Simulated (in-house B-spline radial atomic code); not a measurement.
A fraction x of an electron is added to 5p in neutral tin, starting from [Kr] 4d10 5s2 5p2 and keeping the highest spin. All numbers are computed (scalar-relativistic (X2C) BHandHLYP, spin-polarised, spherical fractional occupations; Fermi nucleus of rms radius 4.6519 fm) with a radial B-spline atomic code at the basis-set limit, not measured.

Caution: exact exchange at fractional occupations of open shells leaves self-interaction of up to several eV.

```tsv
x	E(x) - E(0) (eV)	5p up level (eV)
0	0.0000	-4.656
0.1	-0.4409	-4.163
0.2	-0.8328	-3.678
0.3	-1.1768	-3.203
0.4	?	?
0.5	-1.7248	-2.284
0.6	?	?
0.7	-2.0937	-1.413
0.8	-2.2140	-0.997
```

(1) What belongs in the row x = 0.4?

(2) What belongs in the row x = 0.6?

(3) Check Janak's theorem between x = 0.1 and 0.2.

Answers

(1) An energy change of -1.4738 eV; 5p up at -2.738 eV.

(2) An energy change of -1.9310 eV; 5p up at -1.842 eV.

(3) The slope of the energy is -3.92 eV; the orbital levels give -3.92 eV (ε of the filling orbital, averaged over the two points).
